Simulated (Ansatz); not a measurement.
**Molecular dynamics of CHBrN, charge -1**

Input:

```yaml
crystal:
  periodic: [false, false, false]
  atoms:
    - { symbol: Br, position_ang: [-2.009127, 1.209633, -0.837846] }
    - { symbol: C, position_ang: [0.664402, -0.40016, 0.277188] }
    - { symbol: "N", position_ang: [1.6008, -0.963074, 0.666968] }
    - { symbol: H, position_ang: [-0.256075, 0.153601, -0.10631] }
total_charge: -1
basis:
  gaussian: { orbitals: def2-SVP }
hamiltonian:
  xc: b3lyp
  dispersion: d4
md:
  timestep: 0.5
  n_steps: 250
  ensemble: nvt_nose_hoover
  temperature: 400.0
  initial_velocities: maxwell_boltzmann
  seed: 883953
  nose_hoover: { tau: 50.0, chain_length: 3 }
scf:
  lower_state_search: "off"
```

Launched with:

```bash
$ ansatz run input.yaml --threads 1 --pin off --max-ram 2048MiB --backend cpu --events-out ev --progress --plain --runs-dir out
```

It starts from a relaxed structure.

Output, in part (step lines, the closing report, with atoms numbered from 0):

```
md step     0: t =     0.00 fs  T =   400.0 K  F+E_penalty+E_count = -72581.51006353 eV  E_kin = 0.103408 eV  conserved = -72581.40665553 eV  (14 SCF iters)
md step     1: t =     0.50 fs  T =   398.1 K  F+E_penalty+E_count = -72581.50956738 eV  E_kin = 0.102916 eV  conserved = -72581.40665189 eV  (22 SCF iters)
md step     2: t =     1.00 fs  T =   392.5 K  F+E_penalty+E_count = -72581.50812548 eV  E_kin = 0.101481 eV  conserved = -72581.40664498 eV  (22 SCF iters)
md step     3: t =     1.50 fs  T =   383.7 K  F+E_penalty+E_count = -72581.50584087 eV  E_kin = 0.099206 eV  conserved = -72581.40663565 eV  (22 SCF iters)
md step     4: t =     2.00 fs  T =   372.2 K  F+E_penalty+E_count = -72581.50285588 eV  E_kin = 0.096233 eV  conserved = -72581.40662497 eV  (22 SCF iters)
md step     5: t =     2.50 fs  T =   358.7 K  F+E_penalty+E_count = -72581.49933510 eV  E_kin = 0.092726 eV  conserved = -72581.40661413 eV  (22 SCF iters)
md step     6: t =     3.00 fs  T =   343.7 K  F+E_penalty+E_count = -72581.49544715 eV  E_kin = 0.088852 eV  conserved = -72581.40660415 eV  (22 SCF iters)
md step     7: t =     3.50 fs  T =   327.9 K  F+E_penalty+E_count = -72581.49134841 eV  E_kin = 0.084768 eV  conserved = -72581.40659576 eV  (22 SCF iters)
[... lines left out ...]
Total energy: -72581.44457995 eV, -2667.3188908430 hartree
Atom 0 at    -1.992693     1.204504    -0.834600 Å, force    -0.185230     0.014829     0.000636 eV/Å
Atom 1 at     0.590068    -0.411930     0.286570 Å, force     0.435108    -0.810718     0.641379 eV/Å
Atom 2 at     1.583634    -0.911237     0.629928 Å, force    -0.247432     0.335425    -0.264025 eV/Å
Atom 3 at    -0.434540    -0.019911     0.039284 Å, force    -0.002445     0.460464    -0.377989 eV/Å
Dipole moment:    -0.164408     0.034392    -0.019214 e Å
```

The steps, from the saved trajectory:

| time (fs) | T (K) | potential energy less start (eV) | conserved less start (meV/atom) |
| --- | --- | --- | --- |
| 0.0 | 400 | 0.000 | 0.00 |
| 4.0 | 312 | 0.023 | 0.02 |
| 8.0 | 208 | 0.050 | 0.03 |
| 12.0 | 243 | 0.041 | 0.02 |
| 16.0 | 349 | 0.015 | 0.01 |
| 20.0 | 324 | 0.023 | 0.01 |
| 24.0 | 183 | 0.061 | 0.02 |
| 28.0 | 137 | 0.074 | 0.03 |
| 32.0 | 226 | 0.052 | 0.02 |
| 36.0 | 286 | 0.040 | 0.00 |
| 40.0 | 181 | 0.070 | 0.02 |
| 44.0 | 66 | 0.102 | 0.03 |
| 48.0 | 84 | 0.099 | 0.03 |
| 52.0 | 214 | 0.068 | 0.01 |
| 56.0 | 222 | 0.073 | 0.01 |
| 60.0 | 123 | 0.104 | 0.02 |
| 64.0 | 29 | 0.131 | 0.04 |
| 68.0 | 121 | 0.109 | 0.03 |
| 72.0 | 291 | 0.074 | 0.02 |
| 76.0 | 343 | 0.074 | 0.01 |
| 80.0 | 194 | 0.123 | 0.04 |
| 84.0 | 117 | 0.148 | 0.06 |
| 88.0 | 343 | 0.097 | 0.02 |
| 92.0 | 528 | 0.063 | 0.03 |
| 96.0 | 548 | 0.070 | 0.00 |
| 100.0 | 281 | 0.148 | 0.08 |
| 104.0 | 306 | 0.146 | 0.08 |
| 108.0 | 649 | 0.063 | 0.02 |
| 112.0 | 802 | 0.031 | 0.02 |
| 116.0 | 547 | 0.101 | 0.07 |
| 120.0 | 413 | 0.138 | 0.04 |
| 124.0 | 579 | 0.096 | 0.05 |

All steps were run. The conserved energy stayed within 0.1 meV per atom of its start (net change 0.0025 meV per atom), so the integration is sound. A run of 0.12 ps of so small a system gives no equilibrium averages. Limits of this set-up: an anion without diffuse functions, the dipole of an ion depends on the origin.

The same pairs are bonded in the first frame and the last. Pairs count as bonded within 1.25 times the sum of covalent radii (0.12 Å more for H–H).

Last frame:

```xyz
4
Properties=species:S:1:pos:R:3
Br -1.993 1.204 -0.835
C 0.590 -0.412 0.287
N 1.584 -0.911 0.630
H -0.434 -0.020 0.039
```

The run took 4.8 min on 1 CPU thread of a shared host.
